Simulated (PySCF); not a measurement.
## Field gradients at the hydrogen positions

C₃H₁₁FOSi₃.
Z-matrix (Å and degrees, GFN2-xTB geometry), rows numbered from 1:
```
C 
Si  1  1.8972
C   2  1.8988  1  108.48
F   3  1.3719  2  111.30  1   -80.62
C   3  1.3266  2  131.45  1    99.52
Si  5  1.8742  3  126.30  2    -0.11
O   6  1.6232  5  108.08  3   -46.73
Si  7  1.6201  6  155.85  5  -171.24
H   1  1.0871  2  111.51  3    55.64
H   1  1.0863  2  110.68  3   -64.40
H   1  1.0862  2  111.06  3   175.80
H   2  1.4703  1  110.41  3  -115.15
H   2  1.4639  1  112.30  3   120.81
H   5  1.0847  3  117.13  2   179.01
H   6  1.4653  5  112.51  3    71.54
H   6  1.4651  5  109.69  3  -163.62
H   8  1.4622  7  108.34  6    56.39
H   8  1.4619  7  108.01  6   -63.92
H   8  1.4608  7  104.41  6   176.20
```

Level: PBE0/pcSseg-1 (PySCF, non-relativistic); Q(2H) = 0.00286 b; rigid geometry, the same for H and D, with no vibrational averaging.

What are Vzz, η and χzz (234.96 MHz × Q × Vzz) at all hydrogens?

```csv
atom,bonded to,bond length (Å),Vzz (au),η,χzz (kHz)
H9,C1,1.087,0.3218,0.01,216
H10,C1,1.086,0.3222,0.01,217
H11,C1,1.086,0.3246,0.00,218
H12,Si2,1.470,0.1561,0.01,105
H13,Si2,1.464,0.1609,0.03,108
H14,C5,1.085,0.3251,0.05,218
H15,Si6,1.465,0.1584,0.01,106
H16,Si6,1.465,0.1573,0.03,106
H17,Si8,1.462,0.1600,0.03,108
H18,Si8,1.462,0.1604,0.03,108
H19,Si8,1.461,0.1618,0.03,109
```

Average by the element that carries the hydrogen.

on C: 217 kHz over 4 positions, mean bond length 1.086 Å; on Si: 107 kHz over 7 positions, mean bond length 1.464 Å.

How does χzz go with the bond length over the 7 Si–H bonds?

A straight-line fit has a slope of -3.9 kHz for each 0.01 Å, with a correlation coefficient of -0.90, over lengths from 1.461 to 1.470 Å. The longer bonds have the smaller couplings here.

A static deuteron (I = 1) shows a doublet split by (3/2)χ, (3/4)χ(1 + η) and (3/4)χ(1 − η) with the field along z, y and x of the gradient. What are these for H19?

With |χ| = 108.8 kHz and η = 0.032: 163, 84 and 79 kHz, to first order and without motion.

Isolated species at its GFN2-xTB geometry (one conformer only). GFN2-xTB frequencies show an imaginary mode (51i cm⁻¹), so this geometry is no minimum at that level. GFN2-xTB bond lengths can be off by several hundredths of an ångström, more for odd bonds, and the gradients follow them. A larger basis could move these couplings by a tenth or more.

The run behind these numbers computed NMR shieldings as well. Time: 41 s; peak memory 0.95 GiB. Hardware: one thread, Arm Neoverse V2 (aarch64), shared host with 192 logical CPUs at a one-minute load of 100.
